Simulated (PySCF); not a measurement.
# Removing an electron from `[NH3+][GaH2-][F]`

Species: FGaH5N.
Z-matrix (Å and degrees, PBE0-D3(BJ)/def2-SVP geometry), rows numbered from 1:
```
N 
Ga  1  2.1325
F   2  1.7874  1   91.11
H   1  1.0198  2  115.74  3  -179.00
H   1  1.0204  2  108.42  3   -57.32
H   1  1.0204  2  108.84  3    59.00
H   2  1.5743  1  102.01  3  -114.26
H   2  1.5746  1  101.77  3   114.25
```

Level: wB97X-D/def2-SVPD (PySCF). Frontier orbitals with their largest atomic shares (Löwdin; up to four atoms above 4 %):

```
orbital  ε (eV)                           main atoms
 HOMO−3  -11.99                     F3 84 %, Ga2 9 %
 HOMO−2  -11.82    F3 77 %, Ga2 12 %, H8 4 %, H7 4 %
 HOMO−1  -11.04  F3 33 %, Ga2 24 %, N1 16 %, H7 12 %
   HOMO   -9.71                                    ?
   LUMO    1.21  Ga2 42 %, H4 14 %, N1 13 %, H6 11 %
 LUMO+1    2.23     Ga2 68 %, H7 8 %, H8 8 %, F3 6 %
 LUMO+2    2.53   Ga2 49 %, H8 10 %, H7 10 %, F3 8 %
```

Problem. What vertical ionisation energy does ΔSCF give, and how far is −ε(HOMO) from it?

Solution. ΔSCF: 10.37 eV (1001 kJ/mol; threshold wavelength 120 nm); ⟨S²⟩ of the doublet left behind is 0.766, against 0.75 for a pure doublet. −ε(HOMO) is 9.71 eV, 0.66 eV below it. For the exact functional −ε(HOMO) would equal the first vertical ionisation energy; wB97X-D (range-separated hybrid) falls short of its own ΔSCF value by 6 %. Holes in the HOMO−1 and HOMO−2 were tried too where these lie within 1.2 eV of the HOMO; the lowest converged state counts.

Problem. On which atoms does the HOMO lie?

Solution. Ga2 (gallium bonded to F, N and 2 H) 36 %, H8 (hydrogen on gallium) 25 %, H7 (hydrogen on gallium) 25 %, F3 (fluorine bonded to Ga) 13 %, so no atom holds as much as 40 %. The HOMO−1 lies 1.33 eV lower.

Problem. What total energies stand behind the ΔSCF value?

Solution. E(N) = -2082.18473 Eh and E(N − 1) = -2081.80349 Eh at the same geometry, 0.38124 Eh apart.

Problem. How many of the 10 lowest singlet excitations (vertical TDDFT, same level) lie below the ionisation energy?

Solution. All 10; they run from 6.85 to 9.40 eV.

Problem. What kinetic energy would electrons from this vertical process carry with He I light (21.218 eV)?

Solution. 21.22 − 10.37 = 10.85 eV.

Problem. Shift the occupied levels rigidly so that −ε(HOMO) equals the ΔSCF value. What binding energies result?

Solution. The shift is +0.66 eV: HOMO 10.37, HOMO−1 11.70, HOMO−2 12.48, HOMO−3 12.65 eV. A rigid shift is only a rough guide to the deeper ionisations.

Isolated species at its PBE0-D3(BJ)/def2-SVP geometry, gas phase. The calculation is non-relativistic, for gallium too.

wB97X-D is run here without its empirical dispersion term; that term would change no orbital, density or response property at a fixed geometry.
